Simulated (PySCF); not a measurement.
Compound: H8OP2Si2.
Numbering: `[SiH3:1][O:2][SiH:3]([PH2:4])[PH2:5]` (hydrogens: H6, H7, H8 on Si1; H9 on Si3; H10, H11 on P4; H12, H13 on P5)

Geometry (GFN2-xTB, Å), atoms numbered from 1 in this order:
```
atom  x, y, z in Å
Si1   -2.3670   -0.8086    0.1328
O2    -0.8975   -0.4410   -0.4611
Si3    0.4773    0.4124   -0.4737
P4     2.1011   -1.1421   -0.3711
P5     0.4919    1.8368    1.2731
H6    -2.1655   -1.4445    1.4325
H7    -3.1221    0.4358    0.2503
H8    -2.9005   -1.7135   -0.8792
H9     0.4035    1.2046   -1.7085
H10    3.1310   -0.2367   -0.5767
H11    2.0366   -1.4739   -1.7136
H12    1.7010    2.4167    0.9289
H13    1.1059    0.9546    2.1486
```

Theory: PBE0/pcSseg-1 in PySCF (dipole) on a GFN2-xTB geometry, gas phase.

Take the most abundant isotopes and a rigid rotor. The values belong to one conformer with, in the numbering `[SiH3:1][O:2][SiH:3]([PH2:4])[PH2:5]`, Si1–O2–Si3–P4 126°, O2–Si3–P4–H 172° and 79°, O2–Si3–P5–H -177° and 90°.

(1) What are A, B and C (MHz)?

(2) Classify the top.

(3) What does the inertial defect say?

(4) List the rotational levels J(Ka,Kc) to J = 5 (MHz).

(5) Which lines would a microwave search look for?

(6) Estimate the classical rotational partition function at 10 K, 50 K and 200 K.

Results:

(1) Ia = 260.90, Ib = 394.42, Ic = 595.88 u·Å²; 505379 MHz·u·Å²/I gives A = 1937, B = 1281, C = 848.1 MHz.

(2) An asymmetric top: κ = (2 × 1281 − 1937 − 848.1)/(1937 − 848.1) = -0.20.

(3) Not planar: Δ = Ic − Ia − Ib = -59.43 u·Å². For a rigid frame Δ = −2 Σ m c², so Σ m c² = 29.72 u·Å² lies off the ab plane: 10.16 from hydrogen and 19.56 from heavier atoms. The atom farthest from that plane is 2.10 Å away.

(4) Above 0(0,0):
J = 1: 1(0,1) 2129, 1(1,1) 2785, 1(1,0) 3218
J = 2: 2(0,2) 6234, 2(1,2) 6611, 2(1,1) 7911, 2(2,1) 9878, 2(2,0) 10032
J = 3: 3(0,3) 12101, 3(1,3) 12265, 3(1,2) 14827, 3(2,2) 16266, 3(2,1) 16942, 3(3,1) 20712, 3(3,0) 20749
J = 4: 4(0,4) 19629, 4(1,4) 19688, 4(1,3) 23782, 4(2,3) 24660, 4(2,2) 26318, 4(3,2) 29458, 4(3,1) 29697, 4(4,1) 35376, 4(4,0) 35383
J = 5: 5(0,5) 28821, 5(1,5) 28840, 5(1,4) 34533, 5(2,4) 34968, 5(2,3) 38026, 5(3,3) 40365, 5(3,2) 41169, 5(4,2) 46363, 5(4,1) 46425, 5(5,1) 53904, 5(5,0) 53905
Those of J = 1 are B + C, A + C and A + B.

(5) The dipole components are |μa| = 0.43 D, |μb| = 0.11 D, |μc| = 0.49 D. Intensities carry the squares of the components, which stand as 0.78 : 0.05 : 1.00 (a : b : c). Some lines, for components of 0.1 D or more:

```json
{"type": "c", "branch": "Q", "J(Ka,Kc)": "2(1,2) ← 2(0,2)", "MHz": "377", "lower level (cm⁻¹)": "0.208"}
{"type": "a", "branch": "Q", "J(Ka,Kc)": "1(1,0) ← 1(1,1)", "MHz": "433", "lower level (cm⁻¹)": "0.093"}
{"type": "c", "branch": "Q", "J(Ka,Kc)": "1(1,1) ← 1(0,1)", "MHz": "656", "lower level (cm⁻¹)": "0.071"}
{"type": "b", "branch": "Q", "J(Ka,Kc)": "1(1,0) ← 1(0,1)", "MHz": "1089", "lower level (cm⁻¹)": "0.071"}
{"type": "a", "branch": "Q", "J(Ka,Kc)": "2(1,1) ← 2(1,2)", "MHz": "1300", "lower level (cm⁻¹)": "0.221"}
{"type": "c", "branch": "Q", "J(Ka,Kc)": "2(2,1) ← 2(1,1)", "MHz": "1967", "lower level (cm⁻¹)": "0.264"}
{"type": "b", "branch": "Q", "J(Ka,Kc)": "2(2,0) ← 2(1,1)", "MHz": "2122", "lower level (cm⁻¹)": "0.264"}
{"type": "a", "branch": "R", "J(Ka,Kc)": "1(0,1) ← 0(0,0)", "MHz": "2129", "lower level (cm⁻¹)": "0.000"}
{"type": "b", "branch": "R", "J(Ka,Kc)": "1(1,1) ← 0(0,0)", "MHz": "2785", "lower level (cm⁻¹)": "0.000"}
{"type": "c", "branch": "R", "J(Ka,Kc)": "1(1,0) ← 0(0,0)", "MHz": "3218", "lower level (cm⁻¹)": "0.000"}
{"type": "b", "branch": "Q", "J(Ka,Kc)": "2(2,1) ← 2(1,2)", "MHz": "3267", "lower level (cm⁻¹)": "0.221"}
{"type": "b", "branch": "R", "J(Ka,Kc)": "2(0,2) ← 1(1,1)", "MHz": "3449", "lower level (cm⁻¹)": "0.093"}
{"type": "a", "branch": "R", "J(Ka,Kc)": "2(1,2) ← 1(1,1)", "MHz": "3826", "lower level (cm⁻¹)": "0.093"}
{"type": "a", "branch": "R", "J(Ka,Kc)": "2(0,2) ← 1(0,1)", "MHz": "4104", "lower level (cm⁻¹)": "0.071"}
{"type": "b", "branch": "R", "J(Ka,Kc)": "2(1,2) ← 1(0,1)", "MHz": "4481", "lower level (cm⁻¹)": "0.071"}
{"type": "a", "branch": "R", "J(Ka,Kc)": "2(1,1) ← 1(1,0)", "MHz": "4692", "lower level (cm⁻¹)": "0.107"}
{"type": "c", "branch": "R", "J(Ka,Kc)": "2(1,1) ← 1(0,1)", "MHz": "5781", "lower level (cm⁻¹)": "0.071"}
{"type": "b", "branch": "R", "J(Ka,Kc)": "2(2,1) ← 1(1,0)", "MHz": "6659", "lower level (cm⁻¹)": "0.107"}
{"type": "c", "branch": "R", "J(Ka,Kc)": "2(2,0) ← 1(1,0)", "MHz": "6814", "lower level (cm⁻¹)": "0.107"}
{"type": "c", "branch": "R", "J(Ka,Kc)": "2(2,1) ← 1(1,1)", "MHz": "7093", "lower level (cm⁻¹)": "0.093"}
{"type": "b", "branch": "R", "J(Ka,Kc)": "2(2,0) ← 1(1,1)", "MHz": "7247", "lower level (cm⁻¹)": "0.093"}
```

(6) Point group C1, symmetry number σ = 1; q = (√π/σ)·√((kT/h)³/(ABC)), k/h = 20836.6 MHz/K: 3670 at 10 K, 41100 at 50 K, 329000 at 200 K.

Whether it is a minimum is left open (no frequencies). Zero-point vibration and centrifugal distortion are left out. A rigid rotor knows nothing of internal rotation, which can split or shift real lines.
